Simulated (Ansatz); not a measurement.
The pair A = AsH3 (SMILES [AsH3]) (first 4 atoms), B = H2Se (SMILES [SeH2]); geometry from B3LYP-D3(BJ)/def2-TZVP.
(charge 0, multiplicity 1):
```csv
atom,x (Å),y (Å),z (Å)
As,-0.1887,-0.1176,-0.3551
H,-0.1534,-0.0902,-1.8806
H,1.3100,0.1333,-0.2509
H,-0.5074,1.3694,-0.2698
Se,-0.0350,-0.5231,3.3477
H,-1.4788,-0.5916,3.0855
H,-0.2655,-0.0142,4.7095
```

Frozen-core correlation. Filled d and f shells under p-block atoms count as core. MP2 and its Hartree–Fock in aug-cc-pVQZ are density fitted.

Codes used: Ansatz (Gaussian orbitals). Each number belongs to the level named beside it.

The counterpoise-corrected interaction energy is E(AB) − E(A in the pair's basis) − E(B in the pair's basis). Total energies (hartree):

```tsv
level	AB	A in the pair's basis	B in the pair's basis
HF/aug-cc-pVTZ	-4637.0214668	-2235.9736778	-2401.0489995
MP2/aug-cc-pVTZ	-4637.3580816	-2236.1340840	-2401.2217165
HF/aug-cc-pVQZ	-4637.0282106	-2235.9771682	-2401.0522627
MP2/aug-cc-pVQZ	-4637.3868329	-2236.1468612	-2401.2375212
MP2/aug-cc-pVDZ	-4637.1452304	-2236.0318640	-2401.1116019
CCSD(T)/aug-cc-pVDZ	-4637.2039467	-2236.0644928	-2401.1381517
```

Q: Work out the counterpoise-corrected interaction energy at the basis-set limit: extrapolate the MP2 correlation part as X⁻³, take Hartree–Fock from the larger set, and add the CCSD(T) − MP2 difference of aug-cc-pVDZ.

A: 
1. Differences (1 hartree = 627.509 kcal/mol): HF/aug-cc-pVTZ 0.760; MP2/aug-cc-pVTZ -1.431; HF/aug-cc-pVQZ 0.766; MP2/aug-cc-pVQZ -1.538; MP2/aug-cc-pVDZ -1.107; CCSD(T)/aug-cc-pVDZ -0.817.
2. Correlation parts, MP2 less HF: -2.191 in aug-cc-pVTZ (X = 3), -2.303 in aug-cc-pVQZ (X = 4).
3. Limit (4³·(-2.303) − 3³·(-2.191))/(4³ − 3³) = -2.385; with HF/aug-cc-pVQZ it gives -1.620.
4. CCSD(T) less MP2 in aug-cc-pVDZ: 0.290.
Result: -1.33 kcal/mol, against -1.43 at MP2/aug-cc-pVTZ. It is an estimate of this method's limit, not of the exact value.

Ansatz is a first-principles code.
